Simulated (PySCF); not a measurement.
Sn(H)2(F)(Me) (CH5FSn), SMILES [SnH2]([F])[CH3].

Coordinates come from a B3LYP-D3(BJ)/def2-SVP optimisation. The def2 effective core potentials stand for the cores of Sn; spin–orbit coupling is left out.

Method: B3LYP-D3(BJ)/def2-SVP (PySCF 2.14.0).

Frequencies are harmonic and unscaled.

Computed harmonic wavenumbers and intensities:
| mode | ν (cm⁻¹) | IR (km/mol) | moving atoms (share of kinetic energy) |
|---|---|---|---|
| 1 | 51 | 0.3 | H 95 % |
| 2 | 150 | 7.1 | F 44 %, C 27 %, H 17 %, Sn 12 % |
| 3 | 359 | 30.9 | H 94 % |
| 4 | 522 | 16.2 | C 71 %, H 18 %, Sn 11 % |
| 5 | 528 | 15.1 | H 94 % |
| 6 | 611 | 106.4 | F 72 %, H 14 %, Sn 14 % |
| 7 | 631 | 69.4 | H 81 %, F 16 % |
| 8 | 690 | 101.1 | H 99 % |
| 9 | 775 | 67.5 | H 84 %, C 15 % |
| 10 | 786 | 53.1 | H 83 %, C 16 % |
| 11 | 1216 | 0.9 | H 82 %, C 18 % |
| 12 | 1431 | 1.6 | H 95 % |
| 13 | 1435 | 3.5 | H 95 % |
| 14 | 1900 | 118.8 | H 100 % |
| 15 | 1910 | 208.5 | H 99 % |
| 16 | 3048 | 3.8 | H 98 % |
| 17 | 3154 | 2.5 | H 90 %, C 10 % |
| 18 | 3164 | 1.0 | H 90 %, C 10 % |
